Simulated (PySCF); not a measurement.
SMILES [CH3][Ge]([CH3])([CH3])[SiH2][SiH](Cl)Cl (GFN2-xTB optimised geometry):

```
20

Si     2.669    -0.122     2.113
Cl     2.628    -1.793     3.267
Cl     1.458     1.245     3.018
Si     1.814    -0.565     0.000
Ge    -0.566    -0.565     0.000
C     -1.310    -1.501    -1.594
C     -1.273     1.294     0.000
C     -1.262    -1.478     1.623
H      4.016     0.417     2.282
H      2.340     0.448    -0.927
H      2.360    -1.840    -0.486
H     -2.397    -1.490    -1.571
H     -0.988    -1.020    -2.513
H     -0.984    -2.536    -1.624
H     -2.360     1.293     0.009
H     -0.930     1.834     0.878
H     -0.945     1.840    -0.881
H     -0.896    -2.499     1.688
H     -2.349    -1.512     1.613
H     -0.953    -0.953     2.522
```

Method: B3LYP/def2-SVP (PySCF 2.14.0).

What are the frontier orbital energies and the dipole moment?

HOMO-2 -8.08 eV, HOMO-1 -7.93 eV, HOMO -7.47 eV, LUMO -0.46 eV, LUMO+1 -0.32 eV; dipole moment 1.68 D.

On the same geometry PBE/def2-SVP in PySCF gives HOMO-2 -7.08 eV, HOMO-1 -6.94 eV, HOMO -6.57 eV, LUMO -1.14 eV, LUMO+1 -1.03 eV; dipole moment 1.68 D.

Meta-Löwdin charges at B3LYP/def2-SVP: Si1 0.62, Cl2 -0.27, Cl3 -0.28, Si4 0.12, Ge5 0.58, C6 -0.48, C7 -0.49, C8 -0.49, H9 -0.10, H10 -0.08, H11 -0.08, H12 0.11, H13 0.10, H14 0.11, H15 0.10, H16 0.11, H17 0.10, H18 0.10, H19 0.10, H20 0.11.
